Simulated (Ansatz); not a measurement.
Total energies of BeCl₃⁻ from Ansatz at PBE0-D4/def2-TZVPD, gas phase (1 Eh = 27.2114 eV = 2625.5 kJ/mol). The reference geometry is relaxed at PBE0-D4/def2-TZVPD.

```xyz
4

Be    0.000   -0.001    0.000
Cl    1.134   -0.436    1.500
Cl   -1.848    0.474    0.293
Cl    0.714   -0.037   -1.793
```

```
            state                       geometry  energy (Eh)
charge -1 singlet                      reference  -1395.21861
 charge 0 doublet                      reference  -1395.01474
charge -1 triplet  relaxed at PBE0-D4/def2-TZVPD  -1395.03030
charge -1 quintet  relaxed at PBE0-D4/def2-TZVPD  -1394.80866
```

Problem. Work out the vertical ionisation energy to the doublet.

Solution. E(charge 0 doublet) − E(charge -1 singlet) = -1395.01474 − (-1395.21861) = 0.20387 Eh = 5.55 eV. For comparison, −ε of the highest occupied level is 3.58 eV at this level, 1.97 eV less.

Problem. Which of the charge -1 states is lowest, and how far above it are the others?

Solution. The singlet. triplet: -1395.03030 − (-1395.21861) = 0.18831 Eh = 494.4 kJ/mol; quintet: -1394.80866 − (-1395.21861) = 0.40995 Eh = 1076.3 kJ/mol. The quintet has fallen apart, so its energy is that of loose fragments and no spin gap. The quintet differs in its bonds from the reference.

At PBE0-D4/def2-TZVPD the highest occupied level of the charge -1 triplet lies above zero (up to 0.52 eV). The electron is either unbound and held by the finite basis, or the level is raised by self-interaction error. At PBE0-D4/def2-TZVPD the highest occupied level of the charge -1 quintet lies above zero (up to 1.59 eV).

The structure comes from a short search, and lower isomers may exist.
